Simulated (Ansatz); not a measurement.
Isolated molecules relaxed with PBE0-D4/def2-TZVP in Ansatz; ΔE leaves out vibrations. CBS: MP2 limit from def2 TZ/QZ plus the TZ coupled-cluster correction, frozen cores. Functionals use def2-TZVPP. B3LYP here is the variant with VWN-RPA as its local correlation; programs differ in this. For Br outer-core shells are correlated without core-valence functions, which leaves a few kJ/mol of doubt a bond. Scalar relativity is left out up to krypton. Each species was taken in one conformer, which may not be the lowest.

Consider the formal exchange of groups at the Al–Si bond: `[CH3][AlH][SiH3]` + `C=C(O)Br` → `C=[C](Br)[AlH][CH3]` + `O[SiH3]`.

**Question.** Is it downhill or uphill in electronic energy at CCSD(T)/CBS, and by how much? (Best estimate.)

**Answer.** Ansatz gave: Downhill: ΔE = -171.3 kJ/mol.

**Question.** What do these levels give: PBE-D4, r2SCAN-D4, B3LYP-D4, B2PLYP, PBE, B3LYP, MP2/def2-TZVPP, SCS-MP2/def2-TZVPP, CCSD/def2-TZVPP, CCSD(T)/def2-TZVPP, MP2/CBS(def2), CCSD/CBS(def2)? (Best estimate.)

**Answer.** Ansatz gave: PBE-D4 -130.2, r2SCAN-D4 -151.4, B3LYP-D4 -160.1, B2PLYP -167.4, PBE -128.3, B3LYP -157.1, MP2/def2-TZVPP -179.5, SCS-MP2/def2-TZVPP -179.2, CCSD/def2-TZVPP -167.7, CCSD(T)/def2-TZVPP -165.7, MP2/CBS(def2) -185.1, CCSD/CBS(def2) -173.3 kJ/mol.

Largest T1 diagnostic among the species: 0.011.

From PBE to PBE0 (25 % exact exchange), in def2-TZVPP and without D4, ΔE moves by −9.4 kJ/mol. The D4 term adds −3.0 kJ/mol with B3LYP and −1.7 kJ/mol with PBE0; it sums over pairs of atoms, weighted by their polarisabilities, and B3LYP, whose exchange is more repulsive, gets the larger term.
